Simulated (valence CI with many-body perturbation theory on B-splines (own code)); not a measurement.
**E1 transitions of Xe48+**

Level of theory: configuration interaction combined with many-body perturbation theory (CI+MBPT): four valence electrons over a frozen Dirac-Fock core [He], a basis of 11 s, 11 p, 10 d, 8 f, 5 g, 2 h functions for each j, with the one-electron correlation potential Σ1 (screened to all orders), the two-electron term Σ2, the three-electron term Σ3, Breit, model QED; selected single and double excitations, second order for the rest, scaled by the run's own slope (own B-spline code, finite nucleus).

The last digits are not significant, and no measured levels were compared; by estimate large intervals hold to a few tenths of a per cent, small ones and those within an open d or f shell to about a per cent. Among the levels kept, up to 880 cm⁻¹ of a level comes from second order outside the variational space, and about a tenth of that is noise between levels of different J, which matters for small intervals.

Lines 1 to 50 of 543 in falling wavelength, among levels below 51292 × 10³ cm⁻¹, chosen from the strongest by gf and those to the six lowest levels. Wavelengths and rates use the calculated energies. Electric multipoles are in the length gauge with retardation, E1 and E2 with the static RPA response of the core. Weak lines are less certain than strong ones. Lines between different terms over intervals too small for the method are left out, as are lines whose strength nearly cancels. The highest levels of a list are the least certain.

Levels are named by their leading jj configuration (3d3/2^4 stands for four electrons in 3d with j = 3/2), which in mixed levels can hold well under half, so a name can repeat and another be missing. Letters in brackets count levels of one name in rising energy.

```
λ vac (Å)                           Upper                           Lower   A (s⁻¹)  S (a.u.)
    216.8          (2s 2p3/2^2 3p1/2) J=3         (2s 2p3/2^2 3s) J=2 [a]  1.92e+09  6.78e-02
    173.6      (2s 2p3/2^2 3p1/2) J=2 [a]             (2s 2p3/2^2 3s) J=3  5.73e+09  7.40e-02
    165.8          (2s 2p3/2^2 3p1/2) J=3             (2s 2p3/2^2 3s) J=3  4.07e+09  6.41e-02
    161.7          (2s^2 2p3/2 3d5/2) J=4          (2s^2 2p3/2 3p3/2) J=3  4.20e+09  7.89e-02
    156.0  (2s 2p1/2 2p3/2 3d5/2) J=4 [a]  (2s 2p1/2 2p3/2 3p3/2) J=3 [a]  7.57e+09  1.28e-01
    154.1      (2s 2p1/2 2p3/2 3d5/2) J=5      (2s 2p1/2 2p3/2 3p3/2) J=4  9.13e+09  1.81e-01
    152.9          (2s 2p3/2^2 3d5/2) J=5          (2s 2p3/2^2 3p3/2) J=4  9.02e+09  1.75e-01
    152.4       (2p1/2^2 2p3/2 3d5/2) J=4       (2p1/2^2 2p3/2 3p3/2) J=3  1.02e+10  1.61e-01
    152.4      (2s 2p3/2^2 3d5/2) J=3 [c]      (2s 2p3/2^2 3p3/2) J=2 [c]  6.30e+09  7.70e-02
    151.6       (2p1/2 2p3/2^2 3d5/2) J=3   (2p1/2 2p3/2^2 3p3/2) J=2 [a]  7.93e+09  9.54e-02
    151.5  (2s 2p1/2 2p3/2 3d5/2) J=2 [d]  (2s 2p1/2 2p3/2 3p3/2) J=1 [d]  5.56e+09  4.77e-02
    151.2       (2p1/2 2p3/2^2 3d5/2) J=4   (2p1/2 2p3/2^2 3p3/2) J=3 [a]  9.76e+09  1.50e-01
    150.9          (2s 2p1/2^2 3d5/2) J=3          (2s 2p1/2^2 3p3/2) J=2  9.66e+09  1.15e-01
    149.7          (2s^2 2p3/2 3d5/2) J=3          (2s^2 2p3/2 3p3/2) J=2  4.95e+09  5.73e-02
    148.5      (2s 2p3/2^2 3d5/2) J=3 [a]      (2s 2p3/2^2 3p3/2) J=2 [a]  5.34e+09  6.04e-02
    148.2       (2p1/2^2 2p3/2 3d5/2) J=3       (2p1/2^2 2p3/2 3p3/2) J=2  9.07e+09  1.02e-01
    146.0      (2s 2p3/2^2 3d5/2) J=4 [a]      (2s 2p3/2^2 3p3/2) J=3 [a]  7.75e+09  1.07e-01
    145.4  (2s 2p1/2 2p3/2 3d5/2) J=4 [c]  (2s 2p1/2 2p3/2 3p3/2) J=3 [c]  1.05e+10  1.43e-01
    145.2      (2s 2p3/2^2 3d5/2) J=3 [b]      (2s 2p3/2^2 3p3/2) J=2 [b]  8.32e+09  8.80e-02
    144.1  (2s 2p1/2 2p3/2 3d5/2) J=3 [d]  (2s 2p1/2 2p3/2 3p3/2) J=2 [d]  9.04e+09  9.35e-02
    143.4  (2s 2p1/2 2p3/2 3d5/2) J=4 [b]  (2s 2p1/2 2p3/2 3p3/2) J=3 [b]  9.18e+09  1.20e-01
    141.7          (2s^2 2p1/2 3d5/2) J=3          (2s^2 2p1/2 3p3/2) J=2  1.09e+10  1.07e-01
    139.4  (2s 2p1/2 2p3/2 3d5/2) J=2 [c]  (2s 2p1/2 2p3/2 3p3/2) J=1 [c]  6.56e+09  4.38e-02
    138.8  (2s 2p1/2 2p3/2 3d5/2) J=3 [c]  (2s 2p1/2 2p3/2 3p3/2) J=2 [c]  9.48e+09  8.76e-02
    137.9       (2p1/2^2 2p3/2 3d5/2) J=2       (2p1/2^2 2p3/2 3p3/2) J=1  7.97e+09  5.15e-02
    136.8  (2s 2p1/2 2p3/2 3d5/2) J=3 [a]  (2s 2p1/2 2p3/2 3p3/2) J=2 [a]  8.43e+09  7.47e-02
    136.3  (2s 2p1/2 2p3/2 3p1/2) J=2 [b]         (2s 2p1/2 2p3/2 3s) J=3  6.77e+09  4.24e-02
    135.3  (2s 2p1/2 2p3/2 3d5/2) J=2 [a]  (2s 2p1/2 2p3/2 3p3/2) J=1 [a]  7.27e+09  4.44e-02
    134.1          (2s 2p1/2^2 3d5/2) J=2          (2s 2p1/2^2 3p3/2) J=1  1.24e+10  7.35e-02
    133.8  (2s 2p1/2 2p3/2 3d5/2) J=3 [b]  (2s 2p1/2 2p3/2 3p3/2) J=2 [b]  7.26e+09  6.01e-02
    130.1      (2s 2p3/2^2 3d5/2) J=4 [b]      (2s 2p3/2^2 3p3/2) J=3 [b]  9.65e+09  9.44e-02
    129.4      (2s 2p3/2^2 3d5/2) J=2 [b]      (2s 2p3/2^2 3p3/2) J=1 [b]  1.09e+10  5.81e-02
    123.2          (2s^2 2p1/2 3d5/2) J=2             (2s 2p1/2^2 3s) J=1  8.49e+09  3.91e-02
    121.9          (2s^2 2p3/2 3d5/2) J=4         (2s 2p1/2 2p3/2 3s) J=3  6.51e+09  5.25e-02
    89.85      (2s 2p1/2 2p3/2 3d3/2) J=4          (2s^2 2p3/2 3d3/2) J=3  9.94e+09  3.20e-02
    88.50  (2s 2p1/2 2p3/2 3d3/2) J=3 [b]  (2s 2p1/2 2p3/2 3p1/2) J=2 [b]  1.45e+10  3.47e-02
    88.11       (2p1/2^2 2p3/2 3p3/2) J=1          (2p1/2^2 2p3/2 3s) J=1  3.86e+10  3.91e-02
    87.80       (2p1/2 2p3/2^2 3d3/2) J=4      (2s 2p3/2^2 3d3/2) J=3 [b]  2.28e+10  6.85e-02
    87.30      (2s 2p3/2^2 3p3/2) J=3 [a]         (2s 2p3/2^2 3s) J=2 [a]  2.62e+10  6.02e-02
    87.20      (2s 2p3/2^2 3p3/2) J=3 [b]         (2s 2p3/2^2 3s) J=2 [b]  1.92e+10  4.40e-02
    87.06      (2s 2p3/2^2 3p3/2) J=1 [b]             (2s 2p3/2^2 3s) J=0  2.73e+10  2.67e-02
    86.88   (2p1/2 2p3/2^2 3p3/2) J=3 [b]          (2p1/2 2p3/2^2 3s) J=3  1.62e+10  3.67e-02
    86.47   (2p1/2 2p3/2^2 3d3/2) J=3 [b]   (2p1/2 2p3/2^2 3p1/2) J=2 [b]  2.38e+10  5.32e-02
    86.37       (2p1/2 2p3/2^2 3p3/2) J=4          (2p1/2 2p3/2^2 3s) J=3  6.83e+10  1.96e-01
    86.30   (2p1/2 2p3/2^2 3d3/2) J=2 [b]   (2p1/2 2p3/2^2 3p1/2) J=2 [b]  2.44e+10  3.88e-02
    86.26      (2s 2p1/2 2p3/2 3p3/2) J=4          (2s^2 2p3/2 3p3/2) J=3  4.15e+10  1.18e-01
    86.25   (2p1/2 2p3/2^2 3p3/2) J=3 [b]      (2p1/2 2p3/2^2 3s) J=2 [b]  3.53e+10  7.82e-02
    85.13  (2s 2p1/2 2p3/2 3p3/2) J=3 [b]          (2s^2 2p3/2 3p3/2) J=2  2.20e+10  4.69e-02
    84.46   (2p1/2 2p3/2^2 3p3/2) J=2 [a]      (2p1/2 2p3/2^2 3s) J=1 [a]  2.82e+10  4.19e-02
    84.37  (2s 2p1/2 2p3/2 3d3/2) J=2 [b]  (2s 2p1/2 2p3/2 3p1/2) J=2 [b]  2.33e+10  3.45e-02
```
